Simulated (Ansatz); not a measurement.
`[Br][Al]([Br])[Br]`, relaxed with RKS PBE0-D4/def2-TZVP in the Gaussian-basis code of Ansatz from a PBE-D4/def2-SVP geometry. The force threshold is 0.005 eV/Å; the program also tests the step.

Charge 0, multiplicity 1.

Start:

```xyz
4

Br    1.038    1.954   -0.389
Al   -0.001    0.001   -0.001
Br   -1.923   -0.040    1.160
Br    0.886   -1.915   -0.770
```

```csv
step,energy (eV),largest force (eV/Å),largest move (Å)
1,-216714.5723,0.252,0.000
2,-216714.5795,0.008,0.018
3,-216714.5795,0.000,0.001
```

End:

```xyz
4

Br    1.030    1.939   -0.386
Al    0.000    0.000    0.000
Br   -1.909   -0.038    1.150
Br    0.879   -1.900   -0.764
```

Hardware: 4 threads of an Arm Neoverse V1 on a shared host. Wall time 21 s, peak host memory 0.72 GiB.
